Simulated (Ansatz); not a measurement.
`C[C]1(C)[O][AlH]1` → `C[CH]1[O][AlH]1` + `[CH2]` (triplet)  (formal loss of a carbene)

Program: Ansatz. Geometries: PBE0-D4/def2-TZVP. ΔE: electronic, gas phase. CBS: MP2 limit from def2 TZ/QZ plus the TZ coupled-cluster correction, frozen cores. This one scheme is used for every species. Functionals use def2-TZVPP. HSE06 is defined as in plane-wave codes. Triplets are unrestricted, without spin–orbit coupling.

`C[C]1(C)[O][AlH]1`:

```xyz
12

C     0.406   -0.503    1.271
C     0.047   -0.071   -0.124
C    -0.891    1.105   -0.138
O     1.263    0.193   -0.943
Al    0.435   -1.113   -1.670
H    -0.484   -0.823    1.819
H     0.856    0.338    1.817
H     1.124   -1.326    1.280
H    -1.836    0.853    0.350
H    -1.113    1.449   -1.151
H    -0.441    1.946    0.407
H     0.632   -2.048   -2.919
```

`C[CH]1[O][AlH]1`:

Cartesian coordinates in Å:
```
C -0.920 0.036 -0.838
C 0.434 -0.219 -0.243
O 1.067 0.993 0.339
Al 0.911 -0.161 1.589
H -0.838 0.716 -1.695
H -1.613 0.486 -0.124
H -1.359 -0.901 -1.192
H 1.107 -0.691 -0.963
H 1.211 -0.258 3.128
```

`[CH2]` (triplet):

```xyz
3

C     0.170    0.043    0.213
H     0.499   -0.765   -0.422
H    -0.669    0.722    0.209
```

```json
{"level": "PBE-D4", "ΔE (kcal/mol)": "109.1", "difference from CCSD(T)/CBS": "1.2"}
{"level": "revPBE-D4", "ΔE (kcal/mol)": "106.1", "difference from CCSD(T)/CBS": "-1.8"}
{"level": "HSE06-D4", "ΔE (kcal/mol)": "106.9", "difference from CCSD(T)/CBS": "-1.0"}
{"level": "ωB97M-V", "ΔE (kcal/mol)": "108.1", "difference from CCSD(T)/CBS": "0.2"}
{"level": "B2PLYP", "ΔE (kcal/mol)": "104.9", "difference from CCSD(T)/CBS": "-3.0"}
{"level": "PBE0", "ΔE (kcal/mol)": "105.3", "difference from CCSD(T)/CBS": "-2.6"}
{"level": "BHLYP", "ΔE (kcal/mol)": "100.5", "difference from CCSD(T)/CBS": "-7.4"}
{"level": "LC-ωPBE", "ΔE (kcal/mol)": "104.1", "difference from CCSD(T)/CBS": "-3.8"}
{"level": "HF/def2-TZVPP", "ΔE (kcal/mol)": "70.9", "difference from CCSD(T)/CBS": "-37.0"}
{"level": "HF/CBS(def2)", "ΔE (kcal/mol)": "71.0", "difference from CCSD(T)/CBS": "-36.9"}
{"level": "CCSD(T)/CBS", "ΔE (kcal/mol)": "107.9", "difference from CCSD(T)/CBS": "0"}
```

Largest T1 diagnostic among the species: 0.016.

From r2SCAN to r2SCAN0 (25 % exact exchange), in def2-TZVPP and without D4, ΔE moves by −1.2 kcal/mol. At CCSD(T), def2-SVP lies −3.3 kcal/mol from the extrapolated value and def2-TZVPP −2.8 kcal/mol. Leaving LDA and LC-ωPBE aside and taking each functional with its dispersion term where it has one, the values, not all of them listed here, spread over 8.5 kcal/mol, from r2SCAN0-D4 to ωB97X-V. LDA lies +18.9 kcal/mol from PBE without D4.
